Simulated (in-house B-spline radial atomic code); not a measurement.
## Ionising neutral carbon with different functionals

Computed with an all-electron radial atomic-structure program (B-spline basis): scalar-relativistic (spin-free X2C) Hamiltonian, Fermi nucleus of rms radius 2.4702 fm, spin-polarised at highest spin, spherical fractional occupations for the functionals, the average over the highest-spin determinants for Hartree-Fock. The ionisation energy is the difference of two self-consistent energies, [He] 2s2 2p2 → [He] 2s2 2p1, without Breit or QED terms; ε is the level of the shell that loses the electron (its least bound occupied spin orbital).

Hybrids are left out here: with spherical fractional occupations of an open shell their exact exchange keeps a self-interaction that integer-occupation calculations don't have.

| method | rung | ΔSCF (eV) | -ε(2p) (eV) |
| --- | --- | --- | --- |
| Hartree-Fock | Hartree-Fock | 10.81 | 11.85 |
| LDA VWN5 | LDA | ? | ? |
| LDA PW92 | LDA | 11.76 | 6.18 |
| LDA exchange-only | LDA | 10.77 | 5.33 |
| PBE | GGA | ? | ? |
| PBEsol | GGA | 11.61 | 6.05 |
| BLYP | GGA | 11.55 | 5.92 |
| RPBE | GGA | 11.63 | 6.06 |
| PW91 | GGA | 11.75 | 6.16 |
| BP86 | GGA | 11.73 | 6.15 |
| AM05 | GGA | 11.60 | 6.04 |
| OLYP | GGA | 11.54 | 5.93 |
| TPSS | meta-GGA | 11.71 | 6.16 |
| SCAN | meta-GGA | 11.87 | 6.38 |
| r2SCAN | meta-GGA | 11.86 | 6.38 |
| revTPSS | meta-GGA | 11.65 | 6.12 |

(1) What does LDA VWN5 give?

(2) What does PBE give?

(3) How do they compare with the NIST value?

Answers

(1) ΔSCF 11.77 eV, and -ε(2p) = 6.19 eV.

(2) ΔSCF 11.67 eV, and -ε(2p) = 6.10 eV.

(3) NIST lists 11.260 eV (measured, ground level to ground level). Errors run from -0.49 to +0.61 eV; OLYP is closest (+0.28 eV), but part of that can be cancellation, since the calculations leave out spin-orbit coupling, Breit-QED terms, multiplet and fine-structure energies. Hartree-Fock also lacks correlation.
